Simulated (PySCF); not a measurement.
BH2, SMILES [BH2] (connectivity only; charge and spin as stated), charge +1, multiplicity 1. Geometry optimised at PBE0-D3(BJ)/def2-TZVPD. The multiplicity is an assumed one; other spin states were not compared. The isomer is the one that the SMILES or the coordinates give; other isomers of the formula were not compared.

TDA-PBE/def2-TZVPD run with PySCF puts the lowest singlet excitations at 7.08, 7.08, 11.00, 11.00, 13.94, 15.19 eV.

Task: What are the lowest excitation roots from ADC(2)/aug-cc-pVDZ run with PySCF? (Estimate from the structure and the level; the computed values follow.)

Result: 7.68, 7.68, 12.51, 12.51, 14.91, 16.32 eV. S1 differs by 0.59 eV (second minus first; roots are paired by order, and the bases may differ).
